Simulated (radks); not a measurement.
Numerical settings for the chlorine ion Cl2+, [Ne] 3s2 3p3. Calculated with a radial shooting solver on a logarithmic mesh with Libxc functionals: Dirac Kohn-Sham, PBE, spin-unpolarised, spherical densities, point nucleus; open shells fill j = l - 1/2 first. The defaults (mesh step 0.008 in ln r, mesh end at 40 bohr or more with all orbitals vanishing there, Anderson mixing 0.5 over 9 steps, residual threshold near 1e-9 with the energy settled to 1e-9 hartree or 1e-11 of itself, here a cap of 63 iterations) give E = -459.9957 hartree and 3p3/2 at -31.608 eV in 14 iterations. Times are rough (one thread of a shared host). Changes against that run (0 stands for a change within the tolerance of the run):

setting,iterations,converged,E (mhartree),e(3p3/2) (meV),CPU (s)
mesh step in ln r 0.2,63,no,-2.12e+06,-,0.15
mesh step in ln r 0.08,4,no,diverged,-,0.01
mesh step in ln r 0.005,14,yes,0,0,0.14
mesh end (bohr) 8,14,yes,+0.000896,+0.0694,0.09
mesh end (bohr) 2,13,level above zero,+3.7e+03,+3.49e+04,0.06
residual threshold 0.01,8,yes,0,-1.21,0.07
residual threshold 1e-13,19,yes,0,0,0.12
mixing 1,10,yes,0,0,0.07
"linear mixing, mixing 1",31,yes,0,0,0.17
"linear mixing, mixing 0.2",63,no,0,-0.0052,0.3
mixing history 3,15,yes,0,0,0.09
iteration cap 3,3,no,+0.799,-526,0.02

Settled on a wrong energy, with an occupied level pushed above zero by the early mesh end: mesh end (bohr) 2 (+3.7 hartree). Apart from these: no run marked as converged misses the energy by more than 1 mhartree. A mesh that ends early acts as a hard wall.
